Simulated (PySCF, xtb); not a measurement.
In(H)2(SMe) (CH5InS), SMILES C[S][InH2].

Harmonic wavenumbers (cm⁻¹) from GFN2-xTB in xtb at its own minimum, in rising order: 55, 165, 187, 288, 346, 376, 568, 707, 945, 946, 1313, 1376, 1424, 1448, 1500, 2905, 3026, 3038.

Problem. What does r2SCAN-D4/def2-SVP in PySCF give at its own minimum? (An estimate is asked for; the answer gives what the named calculation found.)

Solution. 42, 160, 219, 340, 392, 505, 567, 707, 962, 968, 1328, 1446, 1457, 1789, 1826, 3043, 3158, 3160. Paired by order, the mean absolute difference is 83 cm⁻¹ and the zero-point energies are 29.5 and 31.5 kcal/mol.
